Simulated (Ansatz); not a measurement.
Cost and result for the atomization energy of C$_{3}$F$_{6}$O, SMILES `FC(F)(F)C1(F)OC1(F)F` (10 atoms, 10 bonds).

| atom | x (Å) | y (Å) | z (Å) |
| --- | --- | --- | --- |
| F1 | -1.484 | -1.151 | -1.066 |
| C2 | -0.442 | -0.331 | -1.163 |
| F3 | 0.632 | -1.037 | -1.478 |
| F4 | -0.680 | 0.544 | -2.134 |
| C5 | -0.247 | 0.405 | 0.158 |
| F6 | -1.320 | 1.137 | 0.448 |
| O7 | 0.995 | 1.047 | 0.349 |
| C8 | 0.674 | 0.035 | 1.218 |
| F9 | 1.444 | -1.034 | 1.200 |
| F10 | 0.430 | 0.386 | 2.466 |

The species carries charge 0 and has multiplicity 1. All single points use the PBE0-D4/def2-TZVP geometry. Program: Ansatz. All runs use 3 threads of an AMD EPYC 7R13 on a shared host and a share of an NVIDIA H100 80 GB. Times are those of one run each, without the atoms' runs, and a repeat can differ threefold. Electronic energies, without spin–orbit coupling; frozen cores. CCSD(T)/CBS adds CCSD(T) − MP2 in def2-TZVPP to the MP2 limit, and its time is that of the two runs behind it. T1 = 0.013. B3LYP takes the VWN-RPA correlation (the form of Gaussian; ORCA's B3LYP/G). HSE06 is the plane-wave form, built on full-range PBE exchange.

CCSD(T)/CBS is a level of theory with its own doubt, some kJ/mol a heavy atom from the limit and from the frozen cores, so smaller differences don't rank the functionals.

| level | functions | wall time | atomization (kJ/mol) | difference from CCSD(T)/CBS | per bond |
| --- | --- | --- | --- | --- | --- |
| r2SCAN-D4/def2-TZVPP (with forces) | 310 | 4.8 s | 4344.5 | 75.4 | 7.5 |
| BLYP-D4/def2-TZVPP | 310 | 6.5 s | 4321.9 | 52.8 | 5.3 |
| B97M-V/def2-TZVPP | 310 | 7 s | 4294.7 | 25.6 | 2.6 |
| CCSD(T)/def2-SVP | 140 | 9 s | 4065.1 | -204.0 | -20.4 |
| BHLYP-D4/def2-TZVPP | 310 | 11 s | 3937.4 | -331.7 | -33.2 |
| r2SCANh-D4/def2-TZVPP | 310 | 11 s | 4267.1 | -2.0 | -0.2 |
| PBE-QIDH/def2-TZVPP | 310 | 12 s | 4265.7 | -3.4 | -0.3 |
| MP2/def2-QZVPP | 570 | 12 s | 4481.3 | 212.2 | 21.2 |
| B3LYP-D4/def2-TZVPP (with forces) | 310 | 14 s | 4233.0 | -36.1 | -3.6 |
| HSE06-D4/def2-TZVPP | 310 | 14 s | 4348.0 | 78.9 | 7.9 |
| RPA@PBE/def2-TZVPP | 310 | 15 s | 3779.6 | -489.5 | -49.0 |
| CCSD(T)/def2-TZVPP | 310 | 16 s | 4135.2 | -133.9 | -13.4 |
| CCSD(T)/CBS(def2) | – | 28 s | 4269.1 | 0.0 | 0.0 |

From r2SCAN to r2SCAN0 (25 % exact exchange), in def2-TZVPP and without D4, the atomization energy moves by −189.4 kJ/mol: exact exchange takes away binding that semilocal exchange gives to molecules. Leaving LDA and LC-ωPBE aside and taking each functional with its dispersion term where it has one, the values, not all of them listed here, spread over 637.3 kJ/mol, from BHLYP-D4 to PBE-D4. LDA lies +855.1 kJ/mol from PBE without D4, its usual overbinding. At CCSD(T), def2-SVP lies −204.0 kJ/mol from the extrapolated value and def2-TZVPP −133.9 kJ/mol: correlation converges slowly with the basis, and small sets miss more of it in the bonded molecule than in its fragments.
